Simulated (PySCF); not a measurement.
Point-charge models of `CCO[C@@]1(F)COC=C1F` against its computed dipole.

Coordinates (GFN2-xTB, Å) and charges (e) from the PBE0/pcSseg-1 density (PySCF):

```csv
atom,x,y,z,Mulliken,IAO,Hirshfeld,ESP-fitted
C1,2.888,-0.093,0.041,-0.2670,-0.4224,-0.1195,-0.5025
C2,1.526,0.434,-0.368,-0.0077,-0.0552,+0.0022,+0.3418
O3,0.539,-0.480,0.133,-0.4993,-0.3802,-0.1325,-0.4167
C4,-0.735,-0.308,-0.329,+0.2276,+0.4363,+0.1498,+0.3835
F5,-0.744,-0.545,-1.714,-0.3320,-0.3431,-0.1328,-0.2547
C6,-1.692,-1.295,0.367,+0.2006,-0.0765,+0.0011,+0.0150
O7,-2.750,-0.541,0.948,-0.4614,-0.3292,-0.1172,-0.3003
C8,-2.539,0.764,0.678,+0.1685,+0.0217,+0.0134,-0.0258
C9,-1.438,0.998,-0.031,+0.2117,+0.1514,+0.0194,+0.0449
F10,-0.987,2.193,-0.440,-0.2675,-0.2564,-0.0756,-0.1679
H11,3.660,0.585,-0.310,+0.1171,+0.1492,+0.0503,+0.1274
H12,2.945,-0.172,1.123,+0.1202,+0.1493,+0.0438,+0.1419
H13,3.054,-1.077,-0.389,+0.1205,+0.1506,+0.0442,+0.1449
H14,1.444,0.495,-1.459,+0.1240,+0.1412,+0.0353,+0.0296
H15,1.355,1.429,0.059,+0.1231,+0.1353,+0.0314,+0.0262
H16,-2.109,-2.001,-0.354,+0.1469,+0.1728,+0.0570,+0.1139
H17,-1.157,-1.835,1.151,+0.1462,+0.1728,+0.0554,+0.1099
H18,-3.268,1.454,1.060,+0.1285,+0.1825,+0.0742,+0.1891
```

Task: Compute μ = Σ q r for each scheme (1 e·Å = 4.803 D) and compare with the dipole of the full density.

Result: The full density gives (0.66, 0.07, 0.91) D, 1.13 D in size; dipole vectors point from the negative to the positive end.

| scheme | μx | μy | μz | size (D) | share of the full size (%) | angle to the full dipole (°) |
| --- | --- | --- | --- | --- | --- | --- |
| Mulliken | 0.42 | -0.50 | 1.98 | 2.08 | 184 | 30 |
| IAO | 0.54 | -0.49 | 1.80 | 1.95 | 172 | 26 |
| Hirshfeld | 0.11 | -0.21 | 0.84 | 0.87 | 77 | 33 |
| ESP-fitted | 0.67 | 0.03 | 0.93 | 1.14 | 101 | 2 |

Task: Which set comes closest?

Result: Length of the difference vector: ESP-fitted 0.04 D, Hirshfeld 0.62 D, IAO 1.06 D, Mulliken 1.23 D. Closest: ESP-fitted. ESP charges are fitted to the potential around the molecule, whose slowest-falling term is the dipole's. 

Task: What is left for the Hirshfeld atoms' own dipoles?

Result: The Hirshfeld atoms' densities add up to the full density, so μ = Σ q r + Σ (atomic dipoles). The atomic dipoles sum to (0.66, 0.07, 0.91) − (0.11, -0.21, 0.84) = (0.55, 0.28, 0.07) D, 0.62 D in size.

Task: With the origin at the mean of the coordinates, (0.000, 0.000, 0.009) Å, which are the largest single terms, by size, of the Hirshfeld dipole along the direction of the full one?

Result: F5 +1.19, C1 -0.98, H12 +0.55, C4 -0.52, O7 +0.50 D; all 18 atoms together +0.73 D. The single terms depend on the origin, their sum doesn't.

Task: Give the size of the full dipole in other units.

Result: 1.13 D = 0.444 au = 0.235 e·Å = 3.77 × 10⁻³⁰ C·m.

Isolated species at its GFN2-xTB geometry (one conformer only).

These values come from a run that also computed NMR shieldings. On one thread, Arm Neoverse V2 (aarch64), no GPU, shared host with 192 logical CPUs at a one-minute load of 133, this took 50 s wall (with the writing of density and orbital grids) and 0.91 GiB of memory at its peak.

Shape of the structure used: `[CH3:1][CH2:2][O:3][C@@:4]1([F:5])[CH2:6][O:7][CH:8]=[C:9]1[F:10]`: C1–C2–O3–C4 -169°, C2–O3–C4–F5 64°.
